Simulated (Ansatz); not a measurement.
CH$_{5}$NOS$_{2}$W (`C[O][W]([NH2])(=[S])=[S]`). Total charge 0; spin multiplicity 1. Correlated methods include outer-core shells of W, which these sets cover unevenly. W takes the def2 core potential.

Z-matrix (Å, degrees):
```
C
W 1 3.042
O 1 1.405 2 24.3
H 1 1.092 2 132.7 3 -0.4
H 1 1.094 2 97.2 3 124.5
H 1 1.094 2 97.0 3 -125.0
S 2 2.131 1 99.5 3 -122.9
N 2 1.926 1 127.4 3 0.7
S 2 2.131 1 99.2 3 123.9
H 8 1.009 2 123.5 1 -96.8
H 8 1.009 2 123.4 1 96.2
```

Q: Give the diagnostics of a CCSD(T)/def2-TZVPP run (frozen core, the Gaussian-basis code of Ansatz). (An estimate is asked.)

A: Computed: T1 = 0.0216, largest single amplitude 0.053, largest double 0.047, (T) share of the correlation energy 5.7 %, 14 CCSD cycles. The RHF solution is stable towards an unrestricted one. T1 lies over the customary mark of 0.02 for closed shells; compounds of d metals often pass it without a breakdown.
